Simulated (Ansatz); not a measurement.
System: sum formula SiClF2 (charge 0, doublet). It need not be the lowest isomer of its formula. SMILES: F[Si](F)Cl
Geometry: optimised at B3LYP-D3(BJ)/def2-TZVP (Ansatz, an electronic-structure program).

Parts of the frozen-core correlation energy in STO-3G (Ansatz, hartree). Frozen orbitals: 12; correlated occupied orbitals by spin: 13 and 12; virtual: 3 and 4. Open shells are spin-unrestricted. No spin-orbit coupling. No relativistic terms.

| term | value |
|---|---|
| reference (HF) | -936.31296 |
| MP2 opposite-spin | [?] |
| MP2 same-spin | [?] |
| CCSD correlation | -0.07572 |
| (T) | [?] |
| T1 diagnostic | 0.015 |
| largest doubles amplitude | 0.036 |
| <S^2> of the reference | 0.756 |

**Question.** What belongs in the gaps?

**Answer.** 
- MP2 opposite-spin, value: -0.04941
- MP2 same-spin, value: -0.01296
- (T), value: -0.00569
